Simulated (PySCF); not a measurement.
Species: ZrF₄ (singlet state).
Geometry (PBE0-D3(BJ)/def2-SVP, Å), atoms numbered from 1 in this order:
```
atom  x, y, z in Å
Zr1    0.0136   -0.0231   -0.0088
F2    -0.2043   -0.1145    1.8724
F3     1.8599   -0.0318   -0.4328
F4    -0.7680    1.5719   -0.6687
F5    -0.8264   -1.5129   -0.8242
```

Computed with PBE0-D3(BJ)/def2-SVP geometry optimisation, gas phase, def2 core potentials past Kr in PySCF.

(1) Which atoms are bound to Zr1, and at what distances?

(2) List the angles at Zr1.

(3) What is the shape at Zr1?

(4) What are the rotational constants (commonest isotopes, rigid rotor)?

## Answers

(1) 4 atoms: F3 1.894 Å, F5 1.895 Å, F4 1.895 Å, F2 1.896 Å.

(2) 
```json
{"angle": "F2–Zr1–F4", "degrees": "109.8", "distance of the outer atoms (Å)": "3.10"}
{"angle": "F2–Zr1–F5", "degrees": "109.8", "distance of the outer atoms (Å)": "3.10"}
{"angle": "F2–Zr1–F3", "degrees": "109.5", "distance of the outer atoms (Å)": "3.10"}
{"angle": "F3–Zr1–F5", "degrees": "109.4", "distance of the outer atoms (Å)": "3.09"}
{"angle": "F4–Zr1–F5", "degrees": "109.2", "distance of the outer atoms (Å)": "3.09"}
{"angle": "F3–Zr1–F4", "degrees": "109.1", "distance of the outer atoms (Å)": "3.09"}
```

(3) Tetrahedral: angles from 109.1° to 109.8°; τ4 = (360° − α − β)/141° = 1.00 with α and β the two widest (0 for a square, 1 for a tetrahedron). Differences among atoms that Td makes equivalent are scatter left by the optimiser.

(4) A = 2788, B = 2776, C = 2770 MHz: a spherical top.

Point group: Td (tolerance 0.08 Å). Charge 0, singlet. No frequency check.
